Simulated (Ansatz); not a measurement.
(1) Predict a relaxed structure of the cluster Sn₂Ge⁺ (the lowest doublet isomer of a short search), charge 1, doublet, at PBE0-D4/def2-TZVP (Ansatz).

## Answers

(1) 
```xyz
3

Ge    1.1570    0.0305   -0.1660
Sn   -0.8503    0.2512   -1.7635
Sn   -0.3067   -0.2817    1.9295
```
Point group C2v (tolerance 0.1 Å). This is one stationary point.

In the def2 sets Sn takes a core potential; there is no spin–orbit coupling. The structure comes from a short search, and lower isomers may exist.
